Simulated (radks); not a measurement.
Values are calculated unless marked as measured or tabulated.
These are the eigenvalues of the occupied orbitals of an atom or ion with whole-number occupations (Ry). Level of theory: Dirac Kohn-Sham, BLYP, spin-unpolarised, spherical densities, point nucleus (a radial shooting solver on a logarithmic mesh with Libxc functionals).

1s1/2: -863.9056
2s1/2: -111.9240
2p1/2: -100.2942
2p3/2: -97.60562
3s1/2: -16.42004
3p1/2: -12.50552
3p3/2: -12.12668
3d3/2: -5.41897
3d5/2: -5.36187
4s1/2: -2.68490
4p1/2: -1.85406

Which element is it, and in what charge state? The configuration may be excited. Open shells, if any, fill j = l - 1/2 first.

Answer. Z = 33, arsenic, charge +2: As2+ in [Ar] 3d9 4s2 4p2. The list shows which subshells hold electrons but not how many an open one holds; the 1s level, -431.95 hartree, gives Z - s = 29.4 by -(Z - s)^2/2, which with screening and relativity narrows Z to a few neighbours, and the depths of the outer levels then fix element, charge and occupations together.
